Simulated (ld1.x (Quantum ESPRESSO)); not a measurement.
Ranking RRKJ potentials for iron (Fe)

All share these settings but for the change named:

ld1.x (Quantum ESPRESSO) 7.5 input, shortened:

```
&input
   title='Fe', zed=26., rel=1, dft='PBESOL', iswitch=3,
   config='[Ar] 3d6 4s1.5 4p0'
 /
 &inputp
   pseudotype=2, tm=.false., rho0=0.02, lloc=-1, rcloc=0.85,
   nlcc=.false.
 /
3
3S  1  0   2.00   0.00  0.95  0.95  0.0
3P  2  1   6.00   0.00  0.75  0.75  0.0
3D  3  2   6.00   0.00  1.00  1.00  0.0
 &test
   configts(1)='3s2 3p6 3d6 4s1.5 4p0'
 /
```

Occupied shells without a wave of their own: 4s. They enter only through the test configuration that unscreens the potential.

Test errors are all-electron minus pseudo excitation energies from the reference, over 3s2 3p6 3d6 4s2 4p0; 3s2 3p6 3d6 4s1 4p0; 3s2 3p6 3d6 4s0 4p0; 3s2 3p6 3d4 4s0 4p0; 3s2 3p6 3d7 4s0 4p0; 3s2 3p6 3d7 4s1 4p0; 3s2 3p6 3d6 4s0 4p1. None of these files shows a bound ghost.

The base gives 340.0 meV.

Of 12 variants that were run, those that failed, showed a ghost or another fault, or gave nearly equal values are left out.

A variant can come out equal or close to the base, since the largest error may sit in a test that the change hardly touches while other tests move.

Task: Rank these variants by their largest absolute test error, smallest first.
A. all radii scaled by about 0.95 (s 0.90, p 0.72, d 0.94 bohr); local potential all-electron potential smoothed inside 0.80 bohr (lloc = -1)
B. wave 3d (bound): rc 1.00 bohr becomes 3d (bound): rc 1.38 bohr
C. wave 3p (bound): rc 0.75 bohr becomes 3p (bound): rc 1.06 bohr
D. all radii scaled by about 1.33 (s 1.26, p 1.00, d 1.32 bohr); local potential all-electron potential smoothed inside 1.12 bohr (lloc = -1)

Result: B (215.7 meV), C (335.6 meV), A (419.6 meV), D (592.7 meV).
